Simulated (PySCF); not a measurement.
CH4OZn.

```xyz
7

Zn     0.0012    -0.0342     0.0231
C     -0.1799     1.6766    -0.8296
H     -0.9363     2.2805    -0.3242
H     -0.4808     1.5545    -1.8720
H      0.7658     2.2216    -0.8057
O      0.2259    -1.6604     0.7113
H     -0.1130    -1.8080     1.5950
```

The structure is a stationary point at PBE0-D3(BJ)/def2-TZVP. The isomer is the one that the SMILES or the coordinates give; other isomers of the formula were not compared. Other conformers were not sampled.

All values below come from PySCF with PBE0/pcSseg-1. Non-relativistic, no solvent.

Computed absolute GIAO shielding of each atom: isotropic value and principal components (ppm):
```csv
atom,σ(iso),σ11,σ22,σ33,span
Zn1,1590.2,1134.5,1141.4,2494.9,1360.4
C2,206.2,203.0,207.5,208.1,5.1
H3,31.9,26.1,28.4,41.1,14.9
H4,31.8,25.9,28.4,41.0,15.1
H5,31.8,25.9,28.4,41.1,15.2
O6,336.3,302.4,330.0,376.5,74.0
H7,31.1,22.4,24.6,46.4,24.0
```
